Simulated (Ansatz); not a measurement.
Consider the ligand exchange at the Al–O bond: `[OH][Al]([F])[Cl]` + NH₃ → `[NH2][Al]([F])[Cl]` + H₂O.

Program: Ansatz. Geometries: PBE0-D4/def2-TZVP. ΔE: electronic, gas phase. CCSD(T)/CBS is the MP2 limit (def2-TZVPP, def2-QZVPP) plus CCSD(T) − MP2 in def2-TZVPP, frozen cores. This one scheme is used for every species. Functionals use def2-TZVPP. B3LYP here is the variant with VWN-RPA as its local correlation; programs differ in this. Each species was taken in one conformer, which may not be the lowest.

```
             level  ΔE (kJ/mol)
          B3LYP-D4         39.8
SCS-MP2/def2-TZVPP         41.2
```

(1) What does CCSD(T)/CBS give? (An estimate is asked.)

Largest T1 diagnostic among the species: 0.011.

Results:

(1) Computed: +37.6 kJ/mol. The listed levels differ from it by 2.2, 3.6 kJ/mol.

Leaving LDA and LC-ωPBE aside and taking each functional with its dispersion term where it has one, the values, not all of them listed here, spread over 5.6 kJ/mol, from HSE06-D4 to B97M-V. LDA lies −3.4 kJ/mol from PBE without D4.
